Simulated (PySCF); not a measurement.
NMR data simulated for an unnamed compound:

$^{1}$H NMR (400 MHz, computed): δ 5.66 (m, 1H), 5.60 (m, 2H), 5.49 (m, 2H), 0.60 (m, 2H), 0.23 (m, 2H), -0.39 (m, 1H), -0.46 (br s, 2H), -0.50 (br s, 1H).

$^{13}$C{$^{1}$H} NMR (computed): δ 1.4 (CH2), -0.7 (CH).

Level of theory: GFN2-xTB geometry, σ from GIAO-PBE0/pcSseg-1, in PySCF 2.14 (non-relativistic, rapidly exchanging positions averaged, gas phase, a single conformation).

References, each an isolated molecule treated in the same way: $^{1}$H and $^{13}$C against TMS.

**Question.** Which of these does the molecule contain: a Si–H bond, an amide, a three-membered ring, an NH or NH2 group, a Si–CH3 group, an aldehyde?

**Answer.** 
- A Si–H bond: yes (δH 5.66 (m)).
- An amide: no.
- A three-membered ring: yes.
- An NH or NH2 group: yes (δH -0.46 (br s)).
- A Si–CH3 group: no.
- An aldehyde: no.

The data belong to SMILES [SiH2]1N[SiH2]N[SiH](C2CC2)N1, C3H13N3Si3; they needn't prove each group on their own.

Carbon signals by region: 2 below 50 ppm.

Exchangeable OH/NH protons stand at their gas-phase positions; hydrogen bonding in a real sample shifts them, mostly to higher δ. Shifts are as computed. Against solution values, carbons near 30 ppm lie about +3 ppm off and those near 130 ppm about +5 ppm. Of 1211 compounds with measured shifts, 218 miss one by over three times the rms of a fit or turn the order of signals round; such compounds aren't used in these exercises. No couplings were computed; multiplicities are counted from neighbouring protons, with m where these are inequivalent, close in shift, in a saturated or five-membered ring or joined by F or P, and br s for small geminal =CH2 splittings.
